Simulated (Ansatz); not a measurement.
```xyz
10

C    -0.118    1.360    0.546
N    -0.395    0.321   -0.422
Ti    0.129   -1.438   -0.325
F    -0.821   -2.310   -1.511
F    -0.089   -1.948    1.342
Cl    2.283   -1.539   -0.815
H     0.352    0.929    1.432
H    -1.038    1.858    0.867
H     0.565    2.112    0.139
H    -0.869    0.654   -1.253
```

The species carries charge 0 and has multiplicity 1.

**Question.** List the r2SCAN/def2-TZVPP orbital energies in eV (Ansatz 0.2.0). (Best estimate.)

**Answer.** The calculation gave: Occupied: -4857.56, -2752.99, -666.33, -666.17, -539.53, -449.68, -449.60, -449.59, -386.01, -274.47, -254.39, -192.87, -192.83, -192.82, -64.70, -41.15, -40.76, -40.62, -30.33, -30.01, -23.50, -20.60, -17.80, -13.10, -11.62, -11.59, -11.50, -11.40, -10.90, -10.88, -10.71, -10.38, -9.33, -9.23, -8.38, -8.21, -6.88. Lowest empty: -3.41, -3.00, -2.33, -2.13, -1.65, 0.01, 1.41, 1.54.
